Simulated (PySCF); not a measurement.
SMILES ClC[Si](Cl)(Cl)Cl, PBE/def2-SVP optimised geometry.

```
8

Cl     1.78     0.37    -1.46
C      1.12    -0.44     0.00
Si    -0.77    -0.44     0.00
Cl    -1.49     1.49     0.00
Cl    -1.38    -1.41     1.73
Cl    -1.49    -1.45    -1.64
H      1.49     0.08     0.90
H      1.49    -1.49     0.03
```

Density from PBE/def2-TZVP (PySCF) at that geometry.

Minimum of the electron density along straight lines between bonded atoms, close to the bond critical point (lines longer than 1.1 times the sum of covalent radii, or with two minima, are not listed):

| bond | length / Å | ρ at the minimum / e bohr⁻³ | ∇²ρ there / e bohr⁻⁵ | position (fraction from the first atom) |
|---|---|---|---|---|
| Cl1–C2 | 1.796 | 0.176 | … | 0.57 |
| C2–Si3 | 1.886 | … | … | 0.61 |
| Si3–Cl4 | 2.060 | 0.101 | 0.19 | 0.37 |
| Si3–Cl5 | 2.070 | 0.099 | 0.18 | 0.37 |
| Si3–Cl6 | 2.060 | 0.101 | 0.19 | 0.37 |
| C2–H7 | 1.109 | 0.268 | -0.88 | 0.65 |
| C2–H8 | 1.109 | 0.268 | -0.88 | 0.65 |

**Question.** Some entries are withheld; supply them.

**Answer.** 
- Cl1–C2, ∇²ρ there / e bohr⁻⁵: -0.20
- C2–Si3, ρ at the minimum / e bohr⁻³: 0.124
- C2–Si3, ∇²ρ there / e bohr⁻⁵: 0.11
